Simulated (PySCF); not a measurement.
CH5Cl2NSi, SMILES C[Si](N)(Cl)Cl. Atoms are numbered in the order given.

```xyz
10

C      1.6506    -1.1765     0.3430
Si     0.0355    -0.3520    -0.0293
N     -1.1689    -1.4897    -0.4484
Cl     0.3794     1.0781    -1.5015
Cl    -0.6773     0.6767     1.6122
H      1.5303    -1.8920     1.1697
H      2.0208    -1.7160    -0.5428
H      2.4053    -0.4281     0.6245
H     -2.1401    -1.1984    -0.4799
H     -0.9706    -2.1820    -1.1631
```

Geometry optimised at PBE0-D3(BJ)/def2-SVP. One conformer was computed; it need not be the lowest.

Method: PBE/pcSseg-1 (PySCF).

GIAO shieldings, no solvent; atoms listed in one row are averaged. δ = σ(ref) − σ: ¹³C against TMS (σ = 182.0 ppm); ²⁹Si against TMS (σ = 335.4 ppm); ¹⁵N against NH3 (σ = 267.0 ppm); ³⁵Cl against HCl (σ = 936.5 ppm); ¹H against TMS (σ = 31.49 ppm), references at their B3LYP-D3(BJ)/def2-TZVP geometries, non-relativistic (without spin–orbit terms, shifts of atoms bonded to Cl or Br come out too high).

Computed chemical shifts:
```json
[
 {"nucleus": "¹³C", "atoms": "C1", "count": "1", "δ (ppm)": "8.3"},
 {"nucleus": "²⁹Si", "atoms": "Si2", "count": "1", "δ (ppm)": "21.8"},
 {"nucleus": "¹⁵N", "atoms": "N3", "count": "1", "δ (ppm)": "55.0"},
 {"nucleus": "³⁵Cl", "atoms": "Cl4", "count": "1", "δ (ppm)": "157.8"},
 {"nucleus": "³⁵Cl", "atoms": "Cl5", "count": "1", "δ (ppm)": "96.9"},
 {"nucleus": "¹H", "atoms": "H9", "count": "1", "δ (ppm)": "1.54"},
 {"nucleus": "¹H", "atoms": "H10", "count": "1", "δ (ppm)": "1.29"},
 {"nucleus": "¹H", "atoms": "H6, H7, H8", "count": "3", "δ (ppm)": "0.84"}
]
```
